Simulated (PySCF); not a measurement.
## Radial density of Cd (cadmium, neutral)

UHF, [Kr] 4d10 5s2, closed-shell 1S. All numbers are calculated (PySCF 2.14, scalar relativity through the core potential, in aug-cc-pwCVDZ-PP with ECP28MDF). This is the valence pseudo-density: the core potential removes the inner electrons and smooths the orbitals near the nucleus.

| r (bohr) | 4πr²ρ (e/bohr) |
| --- | --- |
| 0.0180 | 2.002e-05 |
| 0.0303 | 5.005e-05 |
| 0.0509 | 0.0001178 |
| 0.0856 | 0.0004977 |
| 0.144 | 0.005784 |
| 0.242 | 0.09228 |
| 0.408 | 1.967 |
| 0.686 | 16.17 |
| 1.15 | 14.86 |
| 1.94 | 3.289 |
| 3.26 | 0.7480 |
| 5.49 | 0.09887 |
| 9.23 | 0.001293 |

Energies and moments cover only the electrons outside the core potential.
